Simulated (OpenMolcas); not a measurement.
An atom or ion with 70 electrons was computed by MS-CASPT2, IPEA 0.25 Eh, imaginary shift 0.1 Eh with spin-orbit coupling (OpenMolcas, ANO-RCC-VQZP, DKH2). The lowest levels that the run gave, each within 12 % of the measured value where one is at hand:

| J | Parity | E (cm⁻¹) | g |
| --- | --- | --- | --- |
| 0 | even | 0.0 |  |
| 1 | even | 11240 | 0.499 |
| 2 | even | 11850 | 1.152 |
| 3 | even | 13730 | 1.334 |
| 2 | even | 15950 | 1.015 |
| 2 | even | 28500 | 0.683 |
| 3 | even | 30320 | 1.084 |
| 4 | even | 32150 | 1.244 |
| 2 | even | 34990 | 1.095 |
| 0 | even | 36070 |  |
| 1 | even | 36560 | 1.501 |
| 2 | even | 38300 | 1.389 |

Which ion is it, and what are the configurations and terms?

Lu⁺ (Z = 71, charge +1; active space 2 electrons in 6 orbitals (5d 6s)). J, parity and g give the terms where levels are pure, and mixed ones are named by the computed weights; the size of the splittings, set against known spectra of the 70-electron sequence, gives the charge. In order, with the measured energies in cm⁻¹ (NIST Handbook of Basic Atomic Spectroscopic Data): 6s² ¹S₀, 5d 6s ³D₁ (11796), 5d 6s ³D₂ (12435), 5d 6s ³D₃ (14199), 5d 6s ¹D₂ (17333), 5d² ³F₂ (29407), 5d² ³F₃ (30889), 5d² ³F₄ (32504), 5d² ¹D₂ [72 %], 5d² ³P₀ (35652), 5d² ³P₁ (36557), 5d² ³P₂ (38575).

CASPT2 does not keep the components of a term degenerate, so their means are used; among the terms shown or strongly mixed into the levels shown the widest spread is 470 cm-1 (5d² ³F). Terms from blocks run as CI alone lack orbitals of their own. A single d shell beside an s shell can misplace configurations of different d count against each other. Computed and measured levels are paired by configuration, term and J; levels that our copy of the source lacks, or whose pairing is in doubt (as where it misses far off the trend of its configuration), stay unpaired and out of the deviations. Only configurations of the active space appear.

A share in square brackets marks a mixed level and gives the weight of the term that names it.
